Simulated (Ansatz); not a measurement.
The same hydrolysis along the group Mg, Zn, Cd.

Gas-phase electronic energies from Ansatz, PBE0-D4/def2-TZVP geometries. CCSD(T)/CBS adds triple-zeta CCSD(T) − MP2 to the extrapolated MP2 energy (def2 sets, frozen cores). This one scheme is used for every species. DFT in def2-TZVPP. Elements past krypton have def2 core potentials. For Cd, Mg, Zn outer-core shells are correlated without core-valence functions, which leaves a few kJ/mol of doubt a bond. Scalar relativity is left out up to krypton. One conformer a species, not always the lowest.

```csv
reaction,PBE0-D4 (kJ/mol),MP2/CBS(def2) (kJ/mol),CCSD(T)/CBS(def2) (kJ/mol)
`[SH][Mg][Cl]` + H₂O → `[OH][Mg][SH]` + HCl,87,80,81
`[SH][Zn][Cl]` + H₂O → `[OH][Zn][SH]` + HCl,100,97,98
`[SH][Cd][Cl]` + H₂O → `[OH][Cd][SH]` + HCl,121,119,118
```

Largest T1 diagnostic: 0.016, for `[OH][Zn][SH]`.
